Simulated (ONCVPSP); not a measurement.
**indium: one change to an ONCV potential, before and after**

ONCVPSP 4.0.1 input, shortened (lines: element, Z, core and valence counts, functional; n l f; lmax; l rc ep ncon nbas qcut; lloc lpopt rc5 dvloc0; l nproj debl; icmod fcfact rcfact), PBE, scalar-relativistic:

```
  In 49.00    9    1        4      upf
    1    0    2.00
    2    0    2.00
    2    1    6.00
    3    0    2.00
    3    1    6.00
    3    2   10.00
    4    0    2.00
    4    1    6.00
    4    2   10.00
    5    0    2.00
    1
    0    2.15    0.00    4    9    2.40
    1    2.25    0.20    4    7    3.60
    0    5    2.15    0.00
    0    0    1.30
    1    2    2.50
    3    2.75    1.10
```

In the p channel the program set the typed energies aside and used 0.050, 2.550 Ha.

Change: core correction Teter function, fcfact 2.75, rcfact 1.16.

Cutoffs: the cutoffs (Ha) at which the residual kinetic energy of the hardest occupied pseudo-wave falls to 1 and 0.1 mHa per electron; they do not see the model core or the augmentation charge, which bear on the density cutoff. Errors are all-electron minus pseudo energies relative to the spin-unpolarised reference configuration.

**Question.** What does the change do?

**Answer.** The potential gets neither clearly harder nor softer (28 Ha and 50 Ha → 28 Ha and 50 Ha); of the 4 tests that both files solve, the error grows in 0 and shrinks in 2 by more than 15 % and 0.3 meV (median size 36.9 → 26.3 meV); neither file shows a bound ghost. A model core, the more so a compact one, raises the density cutoff, which this test does not measure.

| quantity | base | changed |
| --- | --- | --- |
| cutoff, loose | 28 Ha | 28 Ha |
| cutoff, tight | 50 Ha | 50 Ha |
| bound ghosts | none | none |
| GHOST(+) flags under 300 eV | none | none |
| error for 5s2 5p1, meV [ΔE -5.36 eV] | +45 | +38 |
| error for 5s1, meV [ΔE 19.24 eV] | +29 | +12 |
| error for 5s2 5p0.5, meV [ΔE -3.42 eV] | +16 | +14 |
| error for 5s1 5p2, meV [ΔE 0.48 eV] | +88 | +78 |
| s: phases at 2.19 bohr within 0.05 rad from the reference energy up to (Ha; the scan ends near 5) | 0.7 | 0.7 |
| p: phases at 2.28 bohr within 0.05 rad from the reference energy up to (Ha; the scan ends near 5) | 3.6 | 3.6 |
| rms error of d²Exc/dni dnj with the model core, mHa | 12.73 | 11.45 |
